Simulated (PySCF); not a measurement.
[PtCl6]2- (charge -2 and singlet state).
SMILES: `[Cl][Pt-2]([Cl])([Cl])([Cl])([Cl])[Cl]`

Computed with PBE0-D3(BJ)/def2-SVP geometry optimisation, gas phase, def2 core potentials past Kr (PySCF 2.14.0).

Take the most abundant isotopes and a rigid rotor. 

Q: Give the principal moments of inertia and the rotational constants in GHz.

A: Ia = 777.34, Ib = 779.46, Ic = 780.99 u·Å²; 505379 MHz·u·Å²/I gives 650.1, 648.4 and 647.1 MHz, that is A = 0.6501, B = 0.6484, C = 0.6471 GHz.

Q: Classify the top.

A: A spherical top, as the point group Oh requires three equal moments; the computed ones differ by 0.47 % because the geometry is symmetric only within the optimiser's tolerance.

The point group Oh allows no dipole (computed: 0.00 D (about the centre of mass, as the species is charged)), so a rigid rotor has no electric-dipole lines.

Stationary, but not proved a minimum. Whether so highly charged an anion holds all its electrons in the gas phase wasn't checked; a finite basis holds them in any case. The ion is multiply charged and computed without counter-ions or solvent. The geometry's basis has no diffuse functions, a weakness for an anion. No vibrational averaging or centrifugal distortion is included, and the geometry carries the error of its method.
